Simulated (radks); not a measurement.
Species: Er50+. Configuration: [Ar] (the NIST ground configuration).

Method: scalar-relativistic Kohn-Sham, XLYP, spin-polarised, spherical densities, finite nucleus; Fermi nuclear charge, rms radius 5.2516 fm; computed with a radial shooting solver on a logarithmic mesh with Libxc functionals.

Energy parts (hartree):
| part | energy |
|---|---|
| total | -10706.5908 |
| kinetic | 11784.0038 |
| electron-nucleus | -23661.1539 |
| Hartree | 1330.9891 |
| exchange-correlation | -160.4298 |

Orbitals (lengths in bohr, moments of r in powers of bohr; r(max) is where P^2 peaks):
orbital  occ.  eigenvalue (hartree)      <r^2>   r(max)       <r^4>
1s          2             -2232.702  0.0005678  0.01286   8.637e-07
2s          2             -475.3462   0.008660  0.07294   0.0001279
2p          6             -435.2483   0.007013  0.05928  0.00009608
3s          2             -183.4415    0.05002   0.1979    0.003667
3p          6             -171.3433    0.04867   0.1926    0.003595

The highest occupied level is 3p at -4662.5 eV. The density falls to 0.001 e/bohr^3 at r = 0.64 bohr. The electron density at the nucleus is 9.201e+05 e/bohr^3 (large components only). Summed over all electrons, <r^2> = 0.4526 bohr^2, which gives a Langevin (diamagnetic) susceptibility term of -0.358 x 10^-6 cm^3/mol.
